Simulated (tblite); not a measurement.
Run record: tight-binding relaxation, `CN(C)B(P)C(C)(C)C`.

Computed with GFN2-xTB geometry optimisation, gas phase (tblite 0.8.0). Start geometry: from a force field or distance geometry. The command runs a driver script over a list of jobs; the input below is this job's line of settings and its coordinates in Å.

Command:
```bash
OMP_NUM_THREADS=1 python probes_run.py task.json out
```

Input:
```
{"job": {"kind": "relax", "xc": "GFN2-xTB", "basis": "xTB"}, "charge": 0, "multiplicity": 1}
C      2.199800     1.069400    -0.134000
N      1.414900    -0.038500     0.333500
C      2.218000    -1.185700     0.708100
B      0.183400    -0.341400    -0.467500
P      0.229300    -1.601000    -1.899300
C     -1.167600     0.295600     0.102800
C     -2.388100    -0.474500    -0.256100
C     -0.965100     0.370300     1.620900
C     -1.271500     1.654800    -0.521600
H      3.232200     0.890300     0.231800
H      1.881400     2.012100     0.383800
H      2.162600     1.180900    -1.226300
H      3.159800    -1.111700     0.149700
H      2.507000    -1.032600     1.773000
H      1.710300    -2.144400     0.597400
H     -1.030900    -1.784100    -2.565300
H      0.707000    -2.915900    -1.490600
H     -2.620000    -1.322000     0.449800
H     -3.232600     0.261600    -0.275100
H     -2.330500    -0.889600    -1.275100
H     -1.652600     1.084900     2.102200
H     -1.072900    -0.666400     2.028600
H      0.077300     0.734600     1.830300
H     -1.593900     1.490600    -1.585800
H     -2.047600     2.295400    -0.047900
H     -0.330600     2.190000    -0.554000
```

Problem. Estimate the output.

Solution. 
```
step      E/eV     max force
  0    -765.43084    2.392
  1    -765.79848    1.278
  2    -765.99818    1.019
  3    -766.17034    0.916
  4    -766.28831    0.701
  5    -766.34173    0.575
  6    -766.37885    0.592
  7    -766.41774    0.493
  8    -766.44464    0.482
  9    -766.46497    0.294
... (147 lines left out)
157    -767.50841    0.014
158    -767.50845    0.014
159    -767.50849    0.012
160    -767.50853    0.013
161    -767.50858    0.013
162    -767.50863    0.014
163    -767.50868    0.012
164    -767.50872    0.011
165    -767.50875    0.010
166    -767.50878    0.010
```

«max force» is the largest atomic force in eV/Å.

Problem. From which step on does the largest force stay under 0.1 eV/Å, and how much energy is left to gain from there?

Solution. From step 95 (0.079 eV/Å), 33.6 meV above the end.

Summary of the converged run: energy lowered by 47.9 kcal/mol over 166 steps; largest atomic force 0.010 eV/Å at the end.

Problem. Where do the atoms end?

Solution. 1.049 Å rms from the input after alignment:
```
atom  x, y, z in Å
C1     2.0099    0.9292    0.6215
N2     1.5062   -0.2394   -0.0703
C3     2.6222   -1.0297   -0.5569
B4     0.1802   -0.6166   -0.2412
P5    -0.1076   -2.3616   -1.0343
C6    -1.1022    0.3453    0.0359
C7    -2.3992   -0.2887   -0.4961
C8    -1.3381    0.6242    1.5300
C9    -0.9444    1.6782   -0.7178
H10    2.7400    0.6202    1.3762
H11    1.2120    1.4646    1.1201
H12    2.5111    1.6055   -0.0785
H13    3.3690   -0.3697   -1.0051
H14    3.0977   -1.5841    0.2592
H15    2.2921   -1.7358   -1.3179
H16   -1.2367   -2.7225   -0.3295
H17    0.7171   -3.0740   -0.1775
H18   -2.6949   -1.1436    0.1090
H19   -3.2134    0.4351   -0.4686
H20   -2.2738   -0.6232   -1.5259
H21   -2.2716    1.1704    1.6636
H22   -1.4097   -0.3104    2.0833
H23   -0.5425    1.2166    1.9743
H24   -0.8585    1.4913   -1.7862
H25   -1.8188    2.3072   -0.5516
H26   -0.0674    2.2340   -0.4023
```

Hardware: one thread of an Intel Xeon at 2.50 GHz, on a shared host. Cost: 8.8 s wall, 5.5 s CPU.
Labels such as C1 count atoms from 1, the log's own numbers from 0.
